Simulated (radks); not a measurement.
Values are calculated unless marked as measured or tabulated.
Isoelectronic series with 18 electrons, all held in the configuration [Ar], which need not be the ground one along the series. Code: a radial shooting solver on a logarithmic mesh with Libxc functionals. Model: scalar-relativistic Kohn-Sham, PBE, spin-polarised, spherical densities, point nucleus. Total energies (hartree) and orbital eigenvalues (hartree):

| ion | E (hartree) | 3p | 3s | 2p | 2s |
|---|---|---|---|---|---|
| Ar | -529.22987 | -0.37741 | -0.89253 | -8.44815 | -10.91420 |
| K+ | -601.92825 | -0.91447 | -1.52335 | -10.52073 | -13.21395 |
| Ca2+ | -679.65892 | -1.58241 | -2.28713 | -12.86974 | -15.79589 |
| Sc3+ | -762.41979 | -2.37410 | -3.17624 | -15.48646 | -18.65147 |
| Ti4+ | -850.21468 | -3.28587 | -4.18692 | -18.36636 | -21.77653 |
| V5+ | -943.05094 | -4.31559 | -5.31706 | -21.50682 | -25.16883 |
| Cr6+ | -1040.93833 | -5.46189 | -6.56541 | -24.90625 | -28.82726 |
| Mn7+ | -1143.88846 | -6.72391 | -7.93122 | -28.56365 | -32.75135 |
| Fe8+ | -1251.91446 | -8.10104 | -9.41407 | -32.47843 | -36.94112 |
